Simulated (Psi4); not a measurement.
Donor–acceptor adduct: GaH3 (SMILES [GaH3]) (first 4 atoms) with H2S (SMILES S); geometry from B3LYP-D3(BJ)/def2-TZVP, rigid monomers moved along the line of their centres of mass till Ga1···S5 is 2.40 Å.
(charge 0, multiplicity 1):
```json
[
 {"atom": "Ga", "x (Å)": "0.5276", "y (Å)": "-0.0695", "z (Å)": "0.5202"},
 {"atom": "H", "x (Å)": "-0.3462", "y (Å)": "1.1132", "z (Å)": "-0.0427"},
 {"atom": "H", "x (Å)": "0.2736", "y (Å)": "-1.5335", "z (Å)": "-0.0007"},
 {"atom": "H", "x (Å)": "1.8912", "y (Å)": "0.2612", "z (Å)": "1.2378"},
 {"atom": "S", "x (Å)": "-0.7862", "y (Å)": "-0.3466", "z (Å)": "2.5052"},
 {"atom": "H", "x (Å)": "-0.3695", "y (Å)": "0.7613", "z (Å)": "3.1420"},
 {"atom": "H", "x (Å)": "0.0738", "y (Å)": "-1.1353", "z (Å)": "3.1722"}
]
```

These are SAPT0/aug-cc-pVDZ (Psi4) values and carry that method's errors.

Problem. Which attractive term is largest, and how does the interaction split up?

Solution. electrostatics -47.87, exchange 69.81, induction -22.32, dispersion -9.96, total -10.34 kcal/mol; the largest attraction is electrostatics.
